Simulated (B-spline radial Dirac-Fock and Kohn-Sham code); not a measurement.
Widths and yields of inner-shell holes in Ce³⁺

System: cerium as Ce³⁺ in the configuration [Xe] 4f1, inside a Watson sphere of charge -3 and radius 2.2 Å (a model of the Madelung potential; inside it an electron's potential energy is raised by 19.6 eV).

Input file task.json (cfg lists n, l and occupation; rrms is the nuclear radius in fm):

```json
{"items": [{
  "Z": 58,
  "q": 3,
  "cfg": [[1, 0, 2], [2, 0, 2], [2, 1, 6], [3, 0, 2], [3, 1, 6], [3, 2, 10], [4, 0, 2], [4, 1, 6], [4, 2, 10], [4, 3, 1], [5, 0, 2], [5, 1, 6]],
  "A": 140,
  "rrms": 4.8771,
  "watson": [-3, 2.2],
  "do": ["binding", "quiet", "decay"],
  "holes": ["K", "L1", "L2", "L3", "M1", "M2", "M3", "M4", "M5", "N1", "N2", "N3", "N4", "N5"]
}]}
```

Launch: `python xray_run.py task.json out`

The computed values come from a radial B-spline solver: one-electron (LDA, Dirac) transition rates at Dirac-Fock energies.

Partial widths are in eV. Coster-Kronig decay leaves a hole in the same principal shell; its rates are the weakest part of the model, often 1.5 to 2.5 times too large and more for N holes. Holes without an open Auger channel, or with an unreliable SCF state, are not listed.

| hole | radiative | Auger | Coster-Kronig | total | fluorescence yield | lifetime (fs) |
| --- | --- | --- | --- | --- | --- | --- |
| K | 13.5 | 1.30 | 0 | 14.8 | 0.912 | 0.0445 |
| L1 | 0.246 | 1.62 | 2.11 | 3.97 | 0.0620 | 0.166 |
| L2 | 0.407 | 2.45 | 0.606 | 3.46 | 0.118 | 0.190 |
| L3 | 0.381 | 2.83 | 0 | 3.21 | 0.119 | 0.205 |
| M1 | 0.00765 | 0.583 | 9.58 | 10.2 | 0.000752 | 0.0647 |
| M2 | 0.00748 | 0.663 | 5.21 | 5.88 | 0.00127 | 0.112 |
| M3 | 0.00756 | 0.705 | 5.33 | 6.04 | 0.00125 | 0.109 |
| M4 | 0.000961 | 0.763 | 0 | 0.764 | 0.00126 | 0.861 |
| M5 | 0.000866 | 0.779 | 0 | 0.779 | 0.00111 | 0.844 |
| N1 | 0.000245 | 0.0959 | 7.23 | 7.32 | 3.34e-05 | 0.0899 |
| N2 | 0.000476 | 0.0991 | 3.13 | 3.23 | 0.000148 | 0.204 |
| N3 | 0.000368 | 0.104 | 3.47 | 3.58 | 0.000103 | 0.184 |
| N4 | 4.90e-05 | 0.0843 | 0.135 | 0.219 | 0.000223 | 3.00 |
| N5 | 4.45e-05 | 0.0867 | 0.136 | 0.223 | 0.000200 | 2.96 |
